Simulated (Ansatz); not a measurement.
Reaction (formal exchange of groups at the Si–N bond): `FCN[SiH2]F` + `BC[SiH3]` → `F[SiH2]BC[SiH3]` + `NCF`

Gas-phase electronic energies from Ansatz, PBE0-D4/def2-TZVP geometries. CCSD(T)/CBS adds triple-zeta CCSD(T) − MP2 to the extrapolated MP2 energy (def2 sets, frozen cores). DFT in def2-TZVPP. B3LYP here is the variant with VWN-RPA as its local correlation; programs differ in this. Each species was taken in one conformer, which may not be the lowest.

`FCN[SiH2]F`:

Z-matrix (Å, degrees):
```
C
N 1 1.410
F 1 1.393 2 112.4
H 1 1.093 2 109.9 3 -118.8
H 1 1.093 2 111.3 3 119.0
Si 2 1.710 1 124.8 3 86.1
H 2 1.009 1 113.9 3 -76.5
F 6 1.598 2 114.5 1 -81.6
H 6 1.479 2 107.1 1 36.6
H 6 1.478 2 107.8 1 160.4
```

`BC[SiH3]`:

Cartesian coordinates in Å:
```
B -1.012 0.950 0.642
C -0.422 -0.461 0.546
Si 0.946 -0.381 -0.765
H -0.530 1.764 1.377
H -1.917 1.282 -0.069
H -1.110 -1.226 0.175
H 0.091 -0.811 1.447
H 2.020 0.558 -0.352
H 1.532 -1.737 -0.927
H 0.403 0.062 -2.075
```

`F[SiH2]BC[SiH3]`:

```xyz
13

F    -1.103   -2.236   -2.279
Si   -0.749   -1.896   -0.747
B     0.683   -0.497   -0.559
C     0.865    0.255    0.762
Si   -0.084    1.886    0.510
H    -0.286   -3.162   -0.107
H    -2.022   -1.495   -0.083
H     1.382   -0.209   -1.492
H     0.423   -0.198    1.654
H     1.887    0.589    0.971
H    -1.475    1.631    0.056
H     0.606    2.730   -0.497
H    -0.128    2.602    1.811
```

`NCF`:

Z-matrix (Å, degrees):
```
C
F 1 1.406
N 1 1.402 2 113.7
H 1 1.092 2 106.1 3 121.3
H 1 1.092 2 106.1 3 -121.3
H 3 1.010 1 112.8 2 62.5
H 3 1.010 1 112.8 2 -62.5
```

Is it downhill or uphill in electronic energy at CCSD(T)/CBS, and by how much? (Best estimate.)

Ansatz gave: Uphill: ΔE = +84.1 kJ/mol.

What do these levels give: PBE-D4, r2SCAN-D4, B3LYP-D4, ωB97X-V, PBE0, HF/def2-TZVPP, SCS-MP2/def2-TZVPP, MP2/def2-QZVPP, SCS-MP2/def2-QZVPP, HF/CBS(def2), MP2/CBS(def2), CCSD/CBS(def2)? (Best estimate.)

Ansatz gave: PBE-D4 65.7, r2SCAN-D4 78.6, B3LYP-D4 81.3, ωB97X-V 81.7, PBE0 73.0, HF/def2-TZVPP 98.1, SCS-MP2/def2-TZVPP 92.5, MP2/def2-QZVPP 92.3, SCS-MP2/def2-QZVPP 92.7, HF/CBS(def2) 99.6, MP2/CBS(def2) 91.7, CCSD/CBS(def2) 85.7 kJ/mol.

Largest T1 diagnostic among the species: 0.012.

From PBE to PBE0 (25 % exact exchange), in def2-TZVPP and without D4, ΔE moves by +6.6 kJ/mol. In def2-TZVPP, CCSD(T) changes the Hartree–Fock value by −13.7 kJ/mol (the triples alone add −1.6 kJ/mol) and MP2 by −6.1 kJ/mol.
